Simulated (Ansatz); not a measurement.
C₂H₉Si₂, SMILES `C[SiH][SiH2]C` radical. Total charge 0; spin multiplicity 2.

```xyz
13

C     0.980   -0.450    2.070
Si    1.539   -0.076    0.312
Si   -0.058    0.942   -1.043
C    -1.594   -0.100   -1.350
H     0.572    0.445    2.545
H     0.205   -1.223    2.076
H     1.816   -0.808    2.675
H     2.137   -1.296   -0.312
H     0.587    1.281   -2.343
H    -0.454    2.223   -0.389
H    -1.333   -1.037   -1.846
H    -2.302    0.439   -1.985
H    -2.095   -0.340   -0.409
```

(1) Give the diagnostics of a CCSD(T)/def2-TZVPP run (frozen core, the Gaussian-basis code of Ansatz). (Best estimate.)

Results:

(1) Computed: T1 = 0.0128, largest single amplitude 0.018, largest double 0.014, (T) share of the correlation energy 3.6 %, 10 CCSD cycles. ⟨S²⟩ of the UHF reference is 0.759 against 0.75 for a pure state. T1 lies under the customary mark of 0.045 for open shells.
